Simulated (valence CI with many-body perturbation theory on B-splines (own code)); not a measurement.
E1 line list for Br⁴⁺

Method: configuration interaction combined with many-body perturbation theory (CI+MBPT): three valence electrons over a frozen Dirac-Fock core [Ar] 3d10, radial functions for each j: 11 s, 11 p, 9 d, 7 f, 5 g, 2 h, 1 i, with the one-electron correlation potential Σ1 (screened to all orders), the two-electron term Σ2, the three-electron term Σ3, Breit, model QED; selected single and double excitations, second order for the rest, scaled by the run's own slope (own B-spline code, finite nucleus).

Set against measurement, 8 paired levels are off by 79 cm⁻¹ on average, the worst by 220. These come from a selection out of Moore, Atomic Energy Levels, vol. II, NSRDS-NBS 35 (1971 reprint of NBS Circular 467, 1952), an old analysis. Levels without a partner in it may be off by more.

Lines 51 to 100 of 267 in falling wavelength, among levels below 374480 cm⁻¹, chosen from the strongest by gf and those to the six lowest levels. Wavelengths and rates use the calculated energies, so an error of 80 cm⁻¹ moves a line at 857.3 Å by 0.069 % and its rate by three times that or more. Electric multipoles are in the length gauge, E1 and E2 with the static RPA response of the core. Weak lines are less certain than strong ones. Lines between different terms over intervals too small for the method are left out, as are lines whose strength nearly cancels. Where a level lies close to another of its J and parity, the split of strength between their lines is uncertain. The highest levels of a list are the least certain.

Names give the largest LS component (configuration and term), which can be under half, so a name can repeat, a term be missing and a line seem to break the LS rules; names also repeat where a configuration has a term twice. Letters in brackets count levels of one name in rising energy.

```tsv
λ vac (Å)	λ from measured levels	Upper	Lower	A (s⁻¹)	log gf	Branch %
1543		4s 4p 5p 2D_3/2	4s 4p 4d 2F°_5/2 [a]	4.63e+08	-0.18	20.9
1514		4s2 5p 2P°_1/2	4s2 4d 2D_3/2	7.87e+08	-0.27	50.6
1512		4s 4p 5p 4S_3/2	4s 4p 4d 2F°_5/2 [a]	1.88e+08	-0.59	9.1
1488		4s2 5p 2P°_3/2	4s2 4d 2D_5/2	7.29e+08	-0.01	44.8
1402		4s2 6s 2S_1/2	4s2 5p 2P°_3/2	1.60e+09	-0.03	22.5
1368		4s 4p 5p 4P_3/2	4s 4p 4d 4P°_3/2	1.43e+08	-0.80	7.3
1368		4s2 6s 2S_1/2	4s2 5p 2P°_1/2	8.09e+08	-0.34	11.4
1347		4s 4p 5p 4D_7/2	4s 4p 4d 4D°_7/2	1.83e+08	-0.40	8.7
1342		4s 4p 5p 2P_3/2	4s 4p 4d 4P°_5/2	3.94e+08	-0.37	16.5
1340		4s 4p 5p 4P_1/2	4s 4p 4d 4D°_1/2	5.38e+08	-0.54	30.4
1336		4s2 5g 2G_7/2	4s 4p 4d 2D°_5/2 [a]	6.78e+08	0.16	25.8
1330		4s 4p 5p 4P_1/2	4s 4p 4d 4D°_3/2	6.37e+08	-0.47	36.0
1327		4s 4p 5p 4P_5/2	4s 4p 4d 4P°_3/2	1.34e+08	-0.67	7.5
1327		4s 4p 5p 4P_5/2	4s 4p 4d 4D°_5/2	4.38e+08	-0.16	24.5
1323		4s2 5g 2G_7/2	4s2 4f 2F°_7/2	8.58e+07	-0.74	3.3
1323		4s2 5g 2G_9/2	4s2 4f 2F°_7/2	2.41e+09	0.80	91.4
1320		4s 4p 5p 4P_5/2	4s 4p 4d 4D°_7/2	5.87e+08	-0.04	32.9
1318		4s2 5g 2G_7/2	4s2 4f 2F°_5/2	1.64e+09	0.53	62.6
1284		4s 4p 5p 4P_3/2	4s 4p 4d 4P°_5/2	4.92e+08	-0.31	25.2
1275		4s 4p 5p 4S_3/2	4s 4p 4d 4P°_3/2	2.69e+08	-0.58	13.0
1275		4s 4p 5p 4S_3/2	4s 4p 4d 4D°_5/2	1.86e+08	-0.74	9.0
1271		4s 4p 5p 4S_3/2	4s 4p 4d 4P°_1/2	2.10e+08	-0.69	10.2
1250		4p3 2D°_5/2	4s 4p2 2P_3/2	1.74e+08	-0.61	15.0
1153		4s 4p 5p 4D_1/2	4s 4p 4d 4F°_3/2	1.15e+09	-0.34	51.5
1146		4s 4p2 4P_1/2	4s2 4p 2P°_3/2	2.46e+06	-3.01	30.5
1146		4s 4p 5p 4D_3/2	4s 4p 4d 4F°_5/2	1.02e+09	-0.10	46.1
1134		4s 4p 5p 4D_5/2	4s 4p 4d 4F°_7/2	1.21e+09	0.14	58.6
1129		4s 4p 5p 4D_3/2	4s 4p 4d 4F°_3/2	2.18e+08	-0.78	9.9
1120		4s 4p 5p 4D_7/2	4s 4p 4d 4F°_9/2	1.34e+09	0.30	64.1
1114		4s 4p2 4P_3/2	4s2 4p 2P°_3/2	1.37e+06	-2.99	91.6
1110		4s 4p 5p 4D_5/2	4s 4p 4d 4F°_5/2	2.24e+08	-0.60	10.9
1086		4s 4p 5p 4D_7/2	4s 4p 4d 4F°_7/2	1.23e+08	-0.76	5.9
1075		4s 4p2 4P_5/2	4s2 4p 2P°_3/2	5.28e+06	-2.26	100.0
1071		4s 4p2 4P_1/2	4s2 4p 2P°_1/2	5.59e+06	-2.72	69.5
952.3		4p3 2P°_3/2	4s 4p2 2P_3/2	6.76e+08	-0.43	13.6
945.2		4s2 4f 2F°_7/2	4s2 4d 2D_5/2	1.18e+09	0.10	21.4
942.4		4s2 4f 2F°_5/2	4s2 4d 2D_3/2	6.23e+08	-0.30	10.6
934.9		4p3 2P°_1/2	4s 4p2 2P_1/2	7.89e+08	-0.68	15.4
933.3		4s 4p 4d 2D°_5/2 [a]	4s2 4d 2D_3/2	4.92e+08	-0.41	3.8
857.3	855.8	4s 4p2 2D_3/2	4s2 4p 2P°_3/2	2.75e+07	-1.92	3.9
856.9		4p3 2P°_3/2	4s 4p2 2S_1/2	3.67e+08	-0.79	7.4
853.7		4p3 2D°_3/2	4s 4p2 2D_3/2	6.43e+08	-0.55	43.1
852.0	850.8	4s 4p2 2D_5/2	4s2 4p 2P°_3/2	5.64e+08	-0.43	100.0
850.9		4s 4p 5p 2P_3/2	4p3 2D°_5/2	5.32e+08	-0.64	22.3
850.3		4p3 2D°_5/2	4s 4p2 2D_5/2	8.86e+08	-0.24	76.3
845.0		4p3 2D°_5/2	4s 4p2 2D_3/2	7.96e+07	-1.29	6.9
828.5		4p3 4S°_3/2	4s 4p2 2D_3/2	2.91e+07	-1.92	0.3
814.9	813.4	4s 4p2 2D_3/2	4s2 4p 2P°_1/2	6.78e+08	-0.57	96.1
761.8		4s2 5p 2P°_1/2	4s 4p2 2D_3/2	3.86e+08	-1.17	24.8
751.7		4s2 5p 2P°_3/2	4s 4p2 2D_3/2	2.50e+07	-2.07	1.5
```
